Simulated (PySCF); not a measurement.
C₂H₆BrNZn, SMILES C[N]([Zn][Br])C.

Geometry: B3LYP-D3(BJ)/def2-SVP. The structure was generated by enumeration; whether it is a known compound was not checked. The values are those of a single conformer.

All values below come from PySCF with B3LYP/def2-TZVP.

The molecule is in vacuum.

```
Property                                                                                                        Result
---------------------------------------------------------------------------------------------  -----------------------
total energy                                                                                       -4488.31000 hartree
point group                                                                                                         Cs
highest occupied level                                                                                        -5.90 eV
lowest empty level                                                                                            -1.33 eV
orbital gap                                                                                                    4.57 eV
dipole moment                                                                                                   1.91 D
quadrupole, principal values (traceless, Buckingham form, about the centre of nuclear charge)    -4.72, 0.26, 4.46 D·Å
mean static polarisability                                                                       80.1 bohr³ (11.87 Å³)
polarisability, principal values                                                               61.3, 67.6, 111.3 bohr³
```
